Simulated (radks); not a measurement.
Charge is removed step by step from the 1s down level of He, starting from 1s(up 1, down 1). All-electron calculation, scalar-relativistic Kohn-Sham, r2SCAN, spin-polarised, spherical densities, finite nucleus; meta-GGA in the generalised Kohn-Sham scheme; Gaussian nuclear charge, rms radius 1.6755 fm. Program: a radial shooting solver on a logarithmic mesh with Libxc functionals.

removed (e),E - E(0) (eV),eigenvalue (eV)
0,0.000,-16.537
0.125,2.201,-18.686
0.25,4.672,-20.849
0.375,7.413,-22.994
0.5,10.418,-25.074
0.625,13.675,-27.013

The mean slope of the eigenvalue, de/dn, is 16.8 eV per electron.
